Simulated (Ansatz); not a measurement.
`[CH3][Al]([CH3])[TeH]`, relaxed with RKS PBE-D4/def2-SVP in the Gaussian-basis code of Ansatz from a rough embedded geometry. The force threshold is 0.03 eV/Å; the program also tests the step.

Total charge 0; spin multiplicity 1. Te: def2 effective core potential.

Start:

```xyz
11

C     0.427    0.510   -1.670
Al   -0.397   -0.068   -0.002
C     0.438    0.437    1.699
Te   -2.478   -1.539    0.012
H     1.435    0.131   -1.818
H     0.425    1.659   -1.761
H    -0.189    0.160   -2.556
H     0.532    1.544    1.807
H     1.509    0.086    1.764
H    -0.113    0.028    2.578
H    -1.589   -2.948   -0.053
```

Q: How much energy does the relaxation release, and in how many steps? (Estimate.)

A: The calculation gave: 39.89 kJ/mol, in 15 steps.

Q: Which bonds change most? (An estimate is asked.)

A: The calculation gave: C1–H6 from 1.152 to 1.112 Å; C1–H7 from 1.134 to 1.108 Å; C1–H5 from 1.087 to 1.111 Å; C1–Al2 from 1.949 to 1.966 Å.

Q: Give the relaxed structure. (Best estimate.)

A: Computed: 
```xyz
11

C     0.391    0.298   -1.635
Al   -0.223   -0.213    0.162
C     0.504    0.562    1.816
Te   -2.072   -1.961    0.437
H     1.496    0.213   -1.715
H     0.141    1.364   -1.834
H    -0.060   -0.310   -2.444
H     0.406    1.669    1.803
H     1.590    0.344    1.904
H     0.011    0.190    2.737
H    -2.184   -2.156   -1.230
```
